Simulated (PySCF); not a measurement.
GaH₃ + 3 F₂ → GaF₃ + 3 HF

Level: PBE0 in the def2-TZVP basis family, all electrons, no relativity, computed in PySCF with density fitting; open shells unrestricted.

| species | state and structure | E (Eh) | ZPE (kJ/mol) | H(298 K) − H(0) (kJ/mol) | S° (J/(mol K)) |
| --- | --- | --- | --- | --- | --- |
| GaH₃ | singlet, D3h, Ga–H 1.568 Å (×3) | -1926.36049 | 48.9 | 10.7 | 218.3 |
| F₂ | singlet, D∞h, F–F 1.376 Å | -199.40856 | 6.6 | 8.7 | 201.9 |
| GaF₃ | singlet, D3h, Ga–F 1.724 Å (×3) | -2224.10133 | 16.4 | 15.3 | 292.8 |
| HF | singlet, C∞v, H–F 0.920 Å | -100.39188 | 24.9 | 8.7 | 173.6 |

**Question.** What is the electronic reaction energy?

**Answer.** At PBE0/def2-TZVP, ΔE = -1813.7 kJ/mol from the differences of the total energies times 2625.5, downhill. 

**Question.** Add zero-point, thermal and entropy terms for 298.15 K and 1 bar.

**Answer.** ΔZPE = 22.4 and Δ[H(298) − H(0)] = 4.6 kJ/mol give ΔH° = -1786.7 kJ/mol. ΔS° = -10.4 J/(mol K), so ΔG° = -1786.7 − 298.15 × (-0.0104) = -1784 kJ/mol.

Only the bonding shown was studied: isomers, or loss of a ligand pair, can lie lower.
